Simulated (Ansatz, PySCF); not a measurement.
Pair of molecules: GeH4 (SMILES [GeH4]) (first 5 atoms) with C2H6 (SMILES CC); geometry from B3LYP-D3(BJ)/def2-TZVP, rigid monomers moved along the line of their centres of mass till Ge1···C6 is 3.44 Å.
(charge 0, multiplicity 1):
```xyz
13

Ge    -0.154     0.149    -0.246
H     -0.505    -0.060    -1.728
H      0.420    -1.153     0.331
H     -1.422     0.535     0.529
H      0.886     1.270    -0.120
C      0.546     0.505     3.107
C     -0.402    -0.644     3.440
H      0.996     0.923     4.010
H      0.024     1.315     2.595
H      1.360     0.174     2.459
H      0.121    -1.453     3.954
H     -0.851    -1.063     2.538
H     -1.215    -0.312     4.089
```

Interaction energies are E(AB) − E(A) − E(B) at the monomers' geometry in the complex; basis-set methods are counterpoise corrected. Rows marked so take none.

Frozen-core correlation. Filled d and f shells under p-block atoms count as core. Rows in 6-31G* carry no dispersion term and start afresh at each structure (6-31G* with six Cartesian d functions); the Pople sets are all-electron and without relativity.

Run with Ansatz (an electronic-structure program); PySCF for 6-31G* rows. Each number belongs to the level named beside it.

Q: Estimate the interaction energy that CCSD(T)/aug-cc-pVDZ returns for this input.

A: 1 kJ/mol

Q: Estimate the interaction energy that PBE0/def2-TZVPPD returns for this input.

A: 4 kJ/mol

Q: Estimate the interaction energy that BP86/6-31G* (no counterpoise) returns for this input.

A: 10 kJ/mol
